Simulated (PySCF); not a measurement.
Atom-mapped SMILES (the numbers label the heavy atoms): `[CH2:1]=[CH:2][C:3](=[O:4])[CH2:5][O:6][C:7]([CH3:8])=[O:9]` (H(Xn): hydrogen on atom n). Ha(C1) is cis to C3; Hb(C1) is trans to C3.

Computational details: GIAO PBE0/pcSseg-1 shieldings, geometry: GFN2-xTB, in PySCF 2.14 (one computed conformer, fast rotation and ring inversion assumed for equivalent nuclei, no solvent model, relativity neglected).

Chemical shifts δ = σref − σ; TMS for $^{13}$C (186.93 ppm), $^{1}$H (31.72 ppm); $^{17}$O (336.08 ppm) against H2O, all at this level.

```csv
atoms,nucleus,count,Hirshfeld charge,δ (ppm)
C3,$^{13}$C,1,0.15,196.5
H(C5),$^{1}$H,2,0.05,4.80
O4,$^{17}$O,1,-0.22,610.2
C1,$^{13}$C,1,-0.05,?
C2,$^{13}$C,1,-0.06,135.6
O6,$^{17}$O,1,-0.11,?
H(C2),$^{1}$H,1,0.05,6.47
O9,$^{17}$O,1,-0.26,450.5
H(C8),$^{1}$H,3,0.06,?
C5,$^{13}$C,1,-0.01,73.9
C8,$^{13}$C,1,-0.12,23.0
C7,$^{13}$C,1,0.22,?
Hb(C1),$^{1}$H,1,0.06,6.17
Ha(C1),$^{1}$H,1,0.06,7.13
```

Q: Fill in the missing shifts.

A: 
- C7: 176.8 ppm, ester carbonyl carbon; lone-pair donation from the attached heteroatom keeps it upfield of a ketone carbonyl
- C1: 140.3 ppm, β carbon of a C=C–C=O unit; conjugation with the carbonyl draws π density from the β position
- H(C8): 2.25 ppm, hydrogen on a methyl carbon α to a carbonyl; α to C=O
- O6: 198.8 ppm, ester alkoxy oxygen

Shifts are as computed. Against solution values, carbons near 30 ppm lie about +3 ppm off and those near 130 ppm about +5 ppm. Of 1313 compounds with measured shifts, 239 miss one by over three times the rms of a fit or turn the order of signals round; such compounds aren't used in these exercises. Unscaled 17O shifts of doubly bonded oxygen tend to come out too high, by tens of ppm or more. Experimental scales use liquid or dissolved standards, which lie at an offset from isolated H2O (liquid H2O: subtract about 36 ppm).
